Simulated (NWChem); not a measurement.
System: C3H8Si; SMILES [SiH3]C1CC1

NWChem input:

```
start job
memory heap 200 mb stack 900 mb global 1100 mb
geometry units angstroms noautosym nocenter noautoz
  Si     0.051337    -1.427986     0.000000
  C     -0.571104     0.332377     0.000000
  C      0.173338     1.413364    -0.746501
  C      0.173338     1.413364     0.746501
  H     -0.415436    -2.172968    -1.211257
  H      1.549013    -1.407211     0.000000
  H     -0.415436    -2.172968     1.211257
  H     -1.662780     0.434543     0.000000
  H     -0.418596     2.172775    -1.264969
  H      1.101230     1.148407    -1.263474
  H      1.101230     1.148407     1.263474
  H     -0.418596     2.172775     1.264969
end
basis spherical
  * library def2-svp
end
dft
  xc pbe0
  iterations 150
end
cosmo
  do_cosmo_smd true
  solvent water
end
task dft energy
```

Excerpt of the output:

```
             Northwest Computational Chemistry Package (NWChem) 7.3.0
             --------------------------------------------------------

                             Geometry "geometry" -> ""
                             -------------------------

 Output coordinates in angstroms (scale by  1.889725989 to convert to a.u.)

  No.       Tag          Charge          X              Y              Z
 ---- ---------------- ---------- -------------- -------------- --------------
    1 Si                  14.0000     0.05133700    -1.42798600     0.00000000
    2 C                    6.0000    -0.57110400     0.33237700     0.00000000
    3 C                    6.0000     0.17333800     1.41336400    -0.74650100
    4 C                    6.0000     0.17333800     1.41336400     0.74650100
    5 H                    1.0000    -0.41543600    -2.17296800    -1.21125700
    6 H                    1.0000     1.54901300    -1.40721100     0.00000000
    7 H                    1.0000    -0.41543600    -2.17296800     1.21125700
    8 H                    1.0000    -1.66278000     0.43454300     0.00000000
    9 H                    1.0000    -0.41859600     2.17277500    -1.26496900
   10 H                    1.0000     1.10123000     1.14840700    -1.26347400
   11 H                    1.0000     1.10123000     1.14840700     1.26347400
   12 H                    1.0000    -0.41859600     2.17277500     1.26496900

 Effective nuclear repulsion energy (a.u.)     160.7512889882

                                 NWChem DFT Module
                                 -----------------

 Summary of "ao basis" -> "ao basis" (spherical)
 ------------------------------------------------------------------------------
       Tag                 Description            Shells   Functions and Types
 ---------------- ------------------------------  ------  ---------------------
 Si                         def2-svp                 8       18   4s3p1d
 C                          def2-svp                 6       14   3s2p1d
 H                          def2-svp                 3        5   2s1p

 in cosmo_initialize ...
 calling solv_data for solv:h2o

 solvent parameters
 solvname_short: h2o
 solvname_long:  water
 dielec:       78.4000
 dielecinf:     1.7769
 aqueous SMD model solvent descriptors
 dielec:       78.4000
 sola:          0.8200

          ---------------
          -cosmo- solvent
          ---------------
 Cosmo: York-Karplus, doi: 10.1021/jp992097l
 dielectric constant -eps-     =  78.40
 screen = (eps-1)/(eps    )    =   0.98724
 surface charge correction     = lagrangian

   van der Waals surface
 --------------------------

[...]

                                COSMO-SMD solvation results
                                ---------------------------

             internal energy in gas <Psi(g)|H|Psi(g)> =      -408.142240617173
         internal energy in solvent <Psi(s)|H|Psi(s)> =      -408.142005865873
                               delta internal energy  =         0.000234751300 (    0.15 kcal/mol)
   total free energy in solvent <Psi(s)|H+V/2|Psi(s)> =      -408.144776473098
 polarization energy contribution <Psi(s)|V/2|Psi(s)> =        -0.002770607225 (   -1.74 kcal/mol)
    total free energy in solvent including G(SMD-CDS) =      -408.140009333183
                       G(SMD-CDS) energy contribution =         0.004767139915 (    2.99 kcal/mol)
     1 M fixed-concentration free energy of solvation =         0.002231283989 (    1.40 kcal/mol)

                       DFT Final Molecular Orbital Analysis
                       ------------------------------------

 Vector   18  Occ=2.000000D+00  E=-3.363347D-01
              MO Center=  2.7D-02, -3.8D-02, -6.7D-09, r^2= 3.5D+00
   Bfn.  Coefficient  Atom+Function         Bfn.  Coefficient  Atom+Function
  ----- ------------  ---------------      ----- ------------  ---------------
    22      0.288740   2 C  px               76     -0.265988   8 H  s
    66     -0.254181   6 H  s                 8     -0.181386   1 Si px
    25      0.169656   2 C  px               67     -0.163605   6 H  s
    23     -0.160406   2 C  py               21      0.153489   2 C  s
    77     -0.139267   8 H  s                36     -0.128884   3 C  px

 Vector   19  Occ=2.000000D+00  E=-3.083312D-01
              MO Center= -2.2D-01,  2.6D-01, -3.9D-09, r^2= 3.4D+00
   Bfn.  Coefficient  Atom+Function         Bfn.  Coefficient  Atom+Function
  ----- ------------  ---------------      ----- ------------  ---------------
    24      0.394616   2 C  pz               37      0.223605   3 C  py
    51     -0.223605   4 C  py               27      0.220550   2 C  pz
    61      0.166737   5 H  s                71     -0.166737   7 H  s
    35     -0.148877   3 C  s                40      0.148465   3 C  py
    49      0.148877   4 C  s                54     -0.148465   4 C  py

 Vector   20  Occ=2.000000D+00  E=-3.053825D-01
              MO Center= -1.7D-02,  6.3D-01,  1.1D-09, r^2= 3.0D+00
   Bfn.  Coefficient  Atom+Function         Bfn.  Coefficient  Atom+Function
  ----- ------------  ---------------      ----- ------------  ---------------
    23      0.300415   2 C  py               38     -0.236269   3 C  pz
    52      0.236269   4 C  pz               37     -0.229000   3 C  py
    51     -0.229000   4 C  py               26      0.226922   2 C  py
     9     -0.195345   1 Si py               41     -0.152599   3 C  pz
    55      0.152599   4 C  pz               12     -0.119597   1 Si py

 Vector   21  Occ=0.000000D+00  E= 4.707346D-02
              MO Center=  1.9D-01, -1.3D+00, -5.8D-09, r^2= 4.7D+00
   Bfn.  Coefficient  Atom+Function         Bfn.  Coefficient  Atom+Function
  ----- ------------  ---------------      ----- ------------  ---------------
    21      1.528767   2 C  s                12     -1.235388   1 Si py
    11      0.660306   1 Si px               67     -0.522224   6 H  s
    87     -0.375632  10 H  s                92     -0.375632  11 H  s
    26     -0.334678   2 C  py               77     -0.323564   8 H  s
    62     -0.316796   5 H  s                72     -0.316796   7 H  s

 Vector   22  Occ=0.000000D+00  E= 6.554364D-02
              MO Center= -2.0D-01, -8.4D-01,  9.5D-07, r^2= 5.5D+00
   Bfn.  Coefficient  Atom+Function         Bfn.  Coefficient  Atom+Function
  ----- ------------  ---------------      ----- ------------  ---------------
    11      1.225110   1 Si px               67     -1.050561   6 H  s
    62      0.634341   5 H  s                72      0.634336   7 H  s
    12      0.543237   1 Si py               35     -0.469200   3 C  s
    49     -0.469204   4 C  s                82      0.437601   9 H  s
    97      0.437602  12 H  s                77      0.378090   8 H  s

 Vector   23  Occ=0.000000D+00  E= 6.570770D-02
              MO Center=  1.9D-01, -9.4D-01, -9.4D-07, r^2= 4.9D+00
   Bfn.  Coefficient  Atom+Function         Bfn.  Coefficient  Atom+Function
  ----- ------------  ---------------      ----- ------------  ---------------
    13      1.344148   1 Si pz               62      0.964445   5 H  s
    72     -0.964449   7 H  s                35      0.689677   3 C  s
    49     -0.689675   4 C  s                87     -0.356558  10 H  s
    92      0.356558  11 H  s                82     -0.293885   9 H  s
    97      0.293882  12 H  s                10      0.208885   1 Si pz

     Multipole analysis of the density
     ---------------------------------

     L   x y z        total         alpha         beta         nuclear
     -   - - -        -----         -----         ----         -------
     0   0 0 0      0.000000    -20.000000    -20.000000     40.000000

     1   1 0 0     -0.134852      0.128369      0.128369     -0.391591
     1   0 1 0      0.445411     -0.048079     -0.048079      0.541569
     1   0 0 1      0.000000      0.000000      0.000000      0.000000

     2   2 0 0    -24.887474    -31.441302    -31.441302     37.995129
     2   1 1 0     -0.728048     -1.056877     -1.056877      1.385706
     2   1 0 1      0.000000      0.000000      0.000000      0.000000
     2   0 2 0    -26.308948   -150.415949   -150.415949    274.522950
     2   0 1 1     -0.000000     -0.000000     -0.000000     -0.000000
     2   0 0 2    -26.182526    -41.685629    -41.685629     57.188732
```

Level: PBE0/def2-SVP, SMD on the gas-phase geometry. Coordinates come from a PBE0/def2-SVP optimisation. Solvent: water.
